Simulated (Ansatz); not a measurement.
[InH4]- (InH₄⁻), relaxed as a singlet with RKS PBE-D4/def2-TZVPD in Ansatz, starting from the GFN2-xTB geometry. Force threshold 0.02 eV/Å.

In the def2 sets In takes a core potential; there is no spin–orbit coupling.

Start:

```xyz
5

In    0.000    0.000    0.000
H    -1.352    0.313    0.195
H    -0.460    1.169   -0.622
H     0.728   -1.133   -0.390
H     1.084   -0.350    0.817
```

Task: Estimate the energy that the relaxation releases and the steps that it takes.

Result: 673.4 kJ/mol, in 6 steps; 2.7 s on 4 threads of Arm Neoverse V2 on a shared host. No frequencies were taken in this run, so the end may be a saddle point.

Task: Does the start keep its bonding and symmetry?

Result: By distances, no bond broke or formed. The bond that changes most is In1–H2, from 1.40 to 1.79 Å (atoms count from 1). A close non-bonded pair moves further: H2–H3, from 1.48 to 2.93 Å. Point group D2d at the start, Td at the end, both within 0.05 Å.

Task: Predict the relaxed structure.

Result: 
```
atom   x (Å)   y (Å)   z (Å)
 In1   0.000   0.000   0.000
  H2  -1.672  -0.198   0.621
  H3   0.091   1.491  -0.994
  H4   0.439  -1.419  -1.006
  H5   1.142   0.127   1.379
```
Bond lengths: 4 × H–In 1.79 Å.
